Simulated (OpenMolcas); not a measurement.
**5s2 5p along the 49-electron sequence**

```yaml
Program: OpenMolcas 26.06
Method: RASSCF
Basis: ANO-RCC-VTZP
Scalar_Hamiltonian: DKH2, point nucleus
Spin-orbit_coupling: RASSI with atomic mean-field integrals over the reference wave functions, term energies averaged over their components
```

Active space for each ion: 3 electrons in 9 orbitals (RAS2 5s 5p; RAS3 5d, at most 2 electrons).

Computed levels in cm-1 above 2P* 1/2:

```
                                Level    In   Sn+  Sb2+  Te3+    I4+   Xe5+
                              2P* 3/2  2146  3752  5827  8210  11039  13697
weight of 2P* in the lowest level (%)   100   100   100   100    100    100
```

Measured, with the error of the calculation in %. Measured levels: In, Sn+ from NIST Handbook of Basic Atomic Spectroscopic Data; Sb2+, Te3+ from Moore, Atomic Energy Levels, vol. III, NSRDS-NBS 35 (1971 reprint of NBS Circular 467, 1958); Xe5+ from Saloman, J. Phys. Chem. Ref. Data 33, 765 (2004).

```json
{"Level": "2P* 3/2", "In": "2213 (-3.0)", "Sn+": "4251 (-11.7)", "Sb2+": "6576 (-11.4)", "Te3+": "9223 (-11.0)", "Xe5+": "15599 (-12.2)"}
```

The fine-structure level 2P* 3/2 changes by a factor of 6.38 from In to Xe5+. Its fourth root runs 6.81, 7.83, 8.74, 9.52, 10.25, 10.82, with steps per unit of Z of 1.02, 0.91, 0.78, 0.73, 0.57; equal steps would mean a (Z - σ)^4 law with constant σ.

Active for correlation alone: 5d; no level in the range computed is led by a configuration that fills it, so any true level of that kind is missing. Some high roots are left out of the spin-orbit mixing, which shifts the levels that they would mix with (holds for In). Without dynamic correlation excited terms often stand tens of per cent too high (terms of higher spin than the ground term too low), and those without a measured partner can miss by more than the paired ones (holds for In). Computed and measured levels are paired by configuration, term and J; levels that our copy of the source lacks, or whose pairing is in doubt (as where it misses far off the trend of its configuration), stay unpaired and out of the deviations. Only configurations of the active space appear.

* marks odd parity.
